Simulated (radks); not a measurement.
These are the eigenvalues of the occupied orbitals of an atom or ion with whole-number occupations (hartree). Calculated with a radial shooting solver on a logarithmic mesh with Libxc functionals: scalar-relativistic Kohn-Sham, r2SCAN, spin-polarised, spherical densities, finite nucleus; meta-GGA in the generalised Kohn-Sham scheme; Fermi nuclear charge, rms radius of each element as measured or else 0.836 A^(1/3) + 0.57 fm.

1s up: -3241.062
1s down: -3241.062
2s up: -581.1727
2s down: -581.1727
2p up: -498.6160
2p down: -498.6160
3s up: -140.2678
3s down: -140.2677
3p up: -116.4932
3p down: -116.4931
3d up: -92.15530
3d down: -92.15521
4s up: -32.33974
4s down: -32.33948
4p up: -24.51510
4p down: -24.51482
4d up: -15.40014
4d down: -15.39981
5s up: -5.81467
5s down: -5.81417
4f up: -5.35600
4f down: -5.35566
5p up: -3.65236
5p down: -3.65172
5d up: -1.21623
5d down: -1.21427
6s down: -0.82091
6s up: -0.81833
7s up: -0.23077

Which element is it, and in what charge state? The configuration may be excited. Open shells, if any, are filled with parallel spins first.

Answer. Z = 82, lead, charge +1: Pb+ in [Hg] 7s1. The list shows which subshells hold electrons but not how many an open one holds; the 1s level, -3241.1 hartree, gives Z - s = 80.5 by -(Z - s)^2/2, which with screening and relativity narrows Z to a few neighbours, and the depths of the outer levels then fix element, charge and occupations together.
